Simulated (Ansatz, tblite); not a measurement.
Removing and adding an electron: the cluster SiPt₂. The state is a singlet with charge 0. Geometry: PBE0-D4/def2-TZVP. Ansatz, gas phase; energy differences of separate SCF runs; the oxidised species was run as a doublet alone; the reduced species was run as a doublet alone.

| atom | x (Å) | y (Å) | z (Å) |
| --- | --- | --- | --- |
| Pt1 | 0.3115 | -1.7352 | 1.0873 |
| Pt2 | -0.3115 | 1.7352 | -1.0873 |
| Si3 | 0.0000 | 0.0000 | 0.0000 |

In the def2 sets Pt takes a core potential; there is no spin–orbit coupling. The xTB rows come from tblite. The structure comes from a short search, and lower isomers may exist.

Problem. Estimate orbital energies and vertical ionisation energies and electron affinities at: GFN1-xTB; GFN2-xTB; PBE-D4/def2-TZVP; PBE-D4/def2-TZVPD; r2SCAN-D4/def2-TZVP; r2SCAN-D4/def2-TZVPD; PBE0-D4/def2-TZVP; PBE0-D4/def2-TZVPD.

Solution. 
| level | −HOMO (eV) | vertical IE (eV) | −LUMO (eV) | vertical EA (eV) | HOMO–LUMO gap (eV) | IE − EA (eV) | remarks |
| --- | --- | --- | --- | --- | --- | --- | --- |
| GFN1-xTB | 10.03 | 13.09 | 8.16 | 5.77 | 1.87 | 7.32 | – |
| GFN2-xTB | 9.08 | 11.96 | 6.91 | 4.16 | 2.17 | 7.79 | – |
| PBE-D4/def2-TZVP | 5.50 | 8.11 | 3.75 | – | 1.75 | – | – |
| PBE-D4/def2-TZVPD | 5.51 | – | 3.76 | 1.72 | 1.74 | – | HOMO above zero (-1 doublet) |
| r2SCAN-D4/def2-TZVP | 5.63 | 8.09 | 3.45 | – | 2.19 | – | – |
| r2SCAN-D4/def2-TZVPD | 5.64 | – | 3.46 | 1.67 | 2.18 | – | HOMO above zero (-1 doublet) |
| PBE0-D4/def2-TZVP | 6.19 | 8.00 | 2.84 | – | 3.36 | – | – |
| PBE0-D4/def2-TZVPD | 6.20 | – | 2.85 | 1.49 | 3.35 | – | – |

Relaxing the oxidised species (PBE0-D4/def2-TZVP) changes its energy by 0.00 eV at PBE0-D4/def2-TZVP, so the adiabatic ionisation energy to this nearest minimum is 8.00 eV. At PBE-D4/def2-TZVP it is 8.09 eV.     A HOMO above zero means that the electron is unbound at that level or that self-interaction error raises the level; the energy of removing that electron tells which. Raw xTB energy differences between charge states are shifted by several eV; the methods need an empirical correction for them.
